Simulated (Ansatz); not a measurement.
Born–Oppenheimer molecular dynamics of C3H10O3Si (17 atoms, charge 0, multiplicity 1). It starts from a relaxed structure.

These are results of RKS B3LYP/6-31G (Ansatz 0.2.0), not measurements.

```
ensemble        : NVT, Langevin thermostat
time step       : 0.5 fs
steps asked     : 290
set temperature : 700 K
friction        : 0.01 /fs
seed            : 529438
```

First frame:

```xyz
17
Properties=species:S:1:pos:R:3
Si -0.167 -0.195 0.435
H 0.047 -0.045 1.903
O 1.210 0.094 -0.523
C 2.052 -0.867 -1.212
H 1.476 -1.740 -1.534
H 2.477 -0.359 -2.080
H 2.865 -1.192 -0.553
O -1.340 0.981 0.058
C -1.657 1.513 -1.256
H -2.253 0.795 -1.830
H -2.240 2.422 -1.098
H -0.743 1.752 -1.810
O -0.628 -1.803 0.047
C -1.675 -2.587 0.668
H -1.610 -2.551 1.764
H -2.664 -2.230 0.359
H -1.546 -3.619 0.338
```

Problem. How far do the bonds stretch over the last three quarters of this one trajectory? (Pairs bonded in most of those frames.)

Solution. 
| bond | mean (Å) | spread (Å) | shortest | longest |
| --- | --- | --- | --- | --- |
| Si1–H2 | 1.495 | 0.038 | 1.41 | 1.59 |
| Si1–O3 | 1.703 | 0.027 | 1.66 | 1.75 |
| Si1–O8 | 1.695 | 0.046 | 1.64 | 1.80 |
| Si1–O13 | 1.714 | 0.045 | 1.63 | 1.81 |
| O3–C4 | 1.448 | 0.029 | 1.40 | 1.50 |
| C4–H5 | 1.100 | 0.026 | 1.03 | 1.16 |
| C4–H6 | 1.116 | 0.085 | 0.98 | 1.25 |
| C4–H7 | 1.096 | 0.016 | 1.06 | 1.13 |
| O8–C9 | 1.457 | 0.035 | 1.39 | 1.51 |
| C9–H10 | 1.100 | 0.018 | 1.06 | 1.14 |
| C9–H11 | 1.096 | 0.024 | 1.04 | 1.16 |
| C9–H12 | 1.097 | 0.030 | 1.04 | 1.16 |
| O13–C14 | 1.456 | 0.039 | 1.38 | 1.54 |
| C14–H15 | 1.103 | 0.027 | 1.05 | 1.16 |
| C14–H16 | 1.103 | 0.030 | 1.04 | 1.16 |
| C14–H17 | 1.100 | 0.048 | 1.01 | 1.20 |

Mean temperature of the second half: 523 K. The mean temperature of the second half is 25 % below the set value. A run of 0.14 ps of so small a system gives no equilibrium averages. Limits of this set-up: no polarisation functions.

Time of the run: 32 min on 1 thread of Arm Neoverse V2 (shared host), peak memory 0.22 GiB.
